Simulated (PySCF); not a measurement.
In⁺: interval between two levels

In⁺ [Kr] 4d10 5s2 → In⁺ [Kr] 4d10 5s1 5p1 [3P2, M_J = 2], as a difference of total energies. Calculation: PySCF 2.14, in x2c-SVPall-2c with one added diffuse shell each of s, p type (7s9p4d, 54 functions); the two-component X2C-1e Hamiltonian. Correlated levels: [Ar] 3d10 frozen; the 6 highest virtual spinors dropped. "Screened" scales the spin-orbit matrix elements by Boettger's factors to mimic the two-electron term; Breit and QED terms are absent.

| method | interval between two levels (cm⁻¹) |
| --- | --- |
| GHF (spin-free) | 34629 |
| GMP2 (spin-free) | 39524 |
| GHF (screened spin-orbit) | 35801 |
| GMP2 (screened spin-orbit) | 40700 |

The spin-free rows relax to the high-spin LS determinant and lack the spin-orbit shift.

Errors of the correlated levels include the incompleteness of this basis and the frozen core.

The labels give the starting determinants; with spin-orbit coupling the two ends relaxed to ⟨J²⟩ = 0.00, ⟨L²⟩ = 0.01, ⟨S²⟩ = 0.01 and ⟨J²⟩ = 6.01, ⟨L²⟩ = 2.02, ⟨S²⟩ = 2.02.

Q: Which method comes closest to the reference value, and which is furthest?

A: The reference is 45830 cm⁻¹ (measured; NIST Handbook of Basic Atomic Spectroscopic Data (Sansonetti and Martin, J. Phys. Chem. Ref. Data 34, 1559 (2005))). Closest: GMP2 (screened spin-orbit) (error -5129.1 cm⁻¹); furthest: GHF (spin-free) (error -11201 cm⁻¹).
